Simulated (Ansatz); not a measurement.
```yaml
crystal:
  periodic: [false, false, false]
  atoms:
    - {symbol: C, position_ang: [0.180869, 1.032674, -0.502653]}
    - {symbol: C, position_ang: [0.549524, 0.813569, 0.760604]}
    - {symbol: Si, position_ang: [0.083019, -0.940201, 1.126040]}
    - {symbol: O, position_ang: [-0.544606, -1.230290, -0.383350]}
    - {symbol: C, position_ang: [-0.461708, -0.106889, -1.233674]}
    - {symbol: H, position_ang: [0.316216, 1.975438, -1.028367]}
    - {symbol: h, position_ang: [1.020839, 1.576925, 1.366423]}
    - {symbol: H, position_ang: [1.214276, -1.857436, 1.431169]}
    - {symbol: H, position_ang: [-0.942988, -1.126051, 2.187611]}
    - {symbol: H, position_ang: [-1.468210, 0.171495, -1.573587]}
    - {symbol: H, position_ang: [0.118169, -0.366335, -2.129515]}
basis:
  gaussian: {orbitals: 6-31G}
hamiltonian: {xc: {name: wB97M-V}}
output: {forces: true}
```

```sh
$ ansatz run in.yaml --threads 4 --pin off --events-out ev --progress --plain --max-ram 10444MiB
```

It prints (some lines left out):

```
Error: YAML parse error: error: line 10 column 16: `h` is not an element symbol (H … Og, case-exact)
 8 |     - {symbol: C, position_ang: [-0.461708, -0.106889, -1.233674]}
 9 |     - {symbol: H, position_ang: [0.316216, 1.975438, -1.028367]}
10 |     - {symbol: h, position_ang: [1.020839, 1.576925, 1.366423]}
11 |     - {symbol: H, position_ang: [1.214276, -1.857436, 1.431169]}
12 |     - {symbol: H, position_ang: [-0.942988, -1.126051, 2.187611]}
```

Task: What is wrong with this run?

Result: An element symbol is wrong. The program refused the input.
